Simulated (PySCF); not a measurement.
**Calculated NMR parameters of CCCc1cc(Cl)n(C)n1**

```yaml
Formula: C7H11ClN2
SMILES: CCCc1cc(Cl)n(C)n1
Point_group_of_the_computed_structure: C1
Degrees_of_unsaturation: 3
Carbon_signals: 7
Proton_signals: 5
```

Structure with atom numbers: `[CH3:1][CH2:2][CH2:3][c:4]1[cH:5][c:6]([Cl:7])[n:8]([CH3:9])[n:10]1`. Each H is labelled by its parent atom.

- σ from GIAO-PBE0/pcSseg-1
- geometry: PBE0-D3(BJ)/def2-SVP
- code: PySCF
- non-relativistic, one computed conformer, rapidly exchanging positions averaged, gas phase

References, each an isolated molecule treated in the same way: TMS for $^{1}$H (σref 31.27), $^{13}$C (σref 184.41); NH3 for $^{15}$N (σref 265.67).

```tsv
carbon	δC, type	δH (multiplicity)	HMBC from (2–3 bonds)	span of the C tensor (ppm)
C1	13.8, CH3	0.73 (t)	H(C3), H(C2)	24
C2	26.6, CH2	1.44 (m)	H(C3), H(C1)	18
C3	32.7, CH2	2.48 (t)	H(C5), H(C2), H(C1)	24
C4	154.7, C	–	H(C5), H(C3), H(C2)	172
C5	108.5, CH	6.09 (s)	H(C3)	140
C6	135.1, C	–	H(C5), H(C9)	123
C9	37.2, CH3	3.63 (s)	–	56
```

Other nuclei:
| atoms | nucleus | environment | δ (ppm) | σ (ppm) |
| --- | --- | --- | --- | --- |
| N10 | $^{15}$N | pyridine-type nitrogen of an azole | 345.4 | -79.8 |
| N8 | $^{15}$N | pyrrole-type ring nitrogen | 219.8 | 45.9 |

Carbon types of the structure: 2 × C, 1 × CH, 2 × CH2, 2 × CH3, which accounts for all hydrogens. δC 154.7: substituted aromatic carbon next to a ring nitrogen. δC 135.1: aromatic carbon bearing chlorine. δC 108.5: aromatic CH. δH 6.09: hydrogen on an aromatic CH; it sits in the deshielding region of the aromatic ring current. δH 2.48: hydrogen on an sp3 CH2 on an aromatic ring; benzylic-type position, deshielded by the ring.

Carbons that carry Cl, above all several Cl atoms, come out too deshielded, partly because spin–orbit coupling is missing. Shifts are as computed. Against solution values, carbons near 30 ppm lie about +2 ppm off and those near 130 ppm about +5 ppm; carbons on Cl a further +5 ppm. Of 1211 compounds with measured shifts, 218 miss one by over three times the rms of a fit or turn the order of signals round; such compounds aren't used in these exercises. Experimental scales use liquid or dissolved standards, which lie at an offset from isolated NH3 (liquid NH3: subtract about 20 ppm). Unscaled 15N shifts of sp2 nitrogen come out 20 to 40 ppm too high even then. Multiplicities follow the n + 1 count of equivalent neighbours, as no J values were calculated; m marks all less simple cases, F and P coupling included.
